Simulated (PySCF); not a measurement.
Geometries of 3 isomers of C5H8Si, from PBE0-D3(BJ)/def2-SVP geometry optimisation, gas phase (PySCF 2.14.0). One conformer each, no zero-point energy, no frequencies.

Task: Which is lowest in electronic energy at this level?
A.
```xyz
14
angstrom
C      1.696    0.400    2.051
C      0.950    0.273    1.102
C      0.064    0.124   -0.022
C      0.180    1.200   -1.088
C     -1.372   -0.355    0.313
Si    -0.355   -1.644   -0.554
H      2.361    0.510    2.887
H     -0.473    0.980   -1.947
H      1.212    1.280   -1.458
H     -0.118    2.180   -0.680
H     -1.593   -0.487    1.377
H     -2.173    0.161   -0.229
H      0.193   -2.782    0.221
H     -0.580   -1.885   -2.002
```
B.
```xyz
14
angstrom
C      3.102    0.924   -0.248
C      2.289    0.697    0.795
C      1.047    0.007    0.726
C     -0.015   -0.587    0.698
C     -1.307   -1.236    0.632
Si    -2.656   -0.031    0.039
H      2.850    0.577   -1.253
H      4.042    1.464   -0.115
H      2.579    1.064    1.787
H     -1.604   -1.630    1.619
H     -1.284   -2.094   -0.062
H     -3.966   -0.750   -0.015
H     -2.313    0.476   -1.322
H     -2.760    1.115    0.989
```
C.
```xyz
14
angstrom
C      3.537    0.574    0.272
C      2.323    0.058    0.270
C      1.154   -0.446    0.263
C     -0.064   -0.965    0.269
C     -1.214   -0.462    1.078
Si    -2.417    0.556    0.016
H      4.325    0.171   -0.373
H      3.795    1.420    0.917
H     -0.265   -1.811   -0.403
H     -0.869    0.174    1.908
H     -1.784   -1.303    1.510
H     -2.918   -0.276   -1.121
H     -1.722    1.759   -0.529
H     -3.583    0.988    0.848
```

Result: B. That is `C(=C)C#CC[SiH3]`, 7.1 kcal/mol below the next.

| SMILES | atoms numbered as above | E (Eh) | relative (kcal/mol) | relative (kJ/mol) | dipole (D) |
| --- | --- | --- | --- | --- | --- |
| C=CC#CC[SiH3] | [CH2:1]=[CH:2][C:3]#[C:4][CH2:5][SiH3:6] | -484.16037 | 0.0 | 0.0 | 0.52 |
| C=C=C=CC[SiH3] | [CH2:1]=[C:2]=[C:3]=[CH:4][CH2:5][SiH3:6] | -484.14905 | 7.1 | 29.7 | 0.64 |
| C#C[C@]1(C)C[SiH2]1 | [CH:1]#[C:2][C@:3]1([CH3:4])[CH2:5][SiH2:6]1 | -484.14235 | 11.3 | 47.3 | 0.98 |

As drawn, the lowest has a C=C bond outside aromatic rings, which the highest lacks; the highest has a three-membered ring, which the lowest lacks.
